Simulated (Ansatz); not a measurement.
Geometry optimisation, Ansatz 0.2.0, RKS PBE/def2-SVP.

Input file:

```yaml
crystal:
  periodic: [false, false, false]
  atoms:
    - { symbol: Sn, position_ang: [0.036456, 0.507102, -0.572058] }
    - { symbol: O, position_ang: [0.175829, -0.642554, 2.372943] }
    - { symbol: H, position_ang: [-0.472705, 0.006155, 2.714138] }
    - { symbol: O, position_ang: [1.908636, -0.204853, -0.670353] }
    - { symbol: H, position_ang: [1.857984, -1.181524, -0.636391] }
    - { symbol: H, position_ang: [-0.495515, 1.279266, -2.011156] }
    - { symbol: O, position_ang: [-1.210103, -0.945601, -0.032349] }
    - { symbol: H, position_ang: [-0.85701, -1.195397, 0.859136] }
    - { symbol: Cl, position_ang: [0.253277, 2.196768, 1.128954] }
    - { symbol: H, position_ang: [0.945251, -0.041361, 2.194836] }
basis:
  gaussian: { orbitals: def2-SVP }
hamiltonian:
  xc: pbe
relax:
  f_tol: 0.03
  max_steps: 50
```

Command:

```bash
$ ansatz run input.yaml --threads 4 --pin off --max-ram 5120MiB --backend cpu --events-out ev --progress --plain --runs-dir out
```

Task: Where does it end, and by what steps?

Result: The run converged. The force dipped under the threshold on the way, but the program's further checks kept it going. After 22 steps the energy has fallen by 0.211 eV; H10 moved furthest, 0.90 Å.

| step | energy less start (eV) | largest force component (eV/Å) | accepted |
| --- | --- | --- | --- |
| 0 | 0.0000 | 0.419 | yes |
| 1 | -0.0280 | 0.578 | yes |
| 2 | -0.0283 | 1.166 | yes |
| 3 | -0.0540 | 1.081 | yes |
| 4 | -0.0878 | 0.324 | yes |
| 5 | -0.0969 | 0.362 | yes |
| 6 | -0.1337 | 0.540 | yes |
| 7 | -0.1277 | 1.429 | no |
| 8 | -0.1508 | 0.686 | yes |
| 9 | -0.1665 | 0.632 | yes |
| 10 | -0.1894 | 0.324 | yes |
| 11 | -0.1905 | 0.319 | yes |
| 12 | -0.1940 | 0.589 | yes |
| 13 | -0.2009 | 0.349 | yes |
| 14 | -0.1951 | 0.357 | no |
| 15 | -0.2087 | 0.071 | yes |
| 16 | -0.2095 | 0.082 | yes |
| 17 | -0.2101 | 0.043 | yes |
| 18 | -0.2101 | 0.044 | yes |
| 19 | -0.2107 | 0.018 | yes |
| 20 | -0.2110 | 0.031 | yes |
| 21 | -0.2113 | 0.031 | yes |
| 22 | -0.2115 | 0.014 | yes |

```xyz
10
Properties=species:S:1:pos:R:3
Sn -0.111 0.567 -0.516
O 0.233 -0.861 2.265
H 0.270 -0.062 2.825
O 1.710 -0.115 0.087
H 2.080 -0.743 -0.564
H -0.202 0.836 -2.214
O -1.480 -0.729 0.095
H -1.143 -0.951 1.007
Cl -0.229 2.594 0.702
H 1.015 -0.759 1.661
```

Whether the end is a true minimum wasn't checked by a vibrational analysis.

Run time: 26 s on 4 threads of Arm Neoverse V2, with other jobs on the host, peak memory 0.16 GiB.
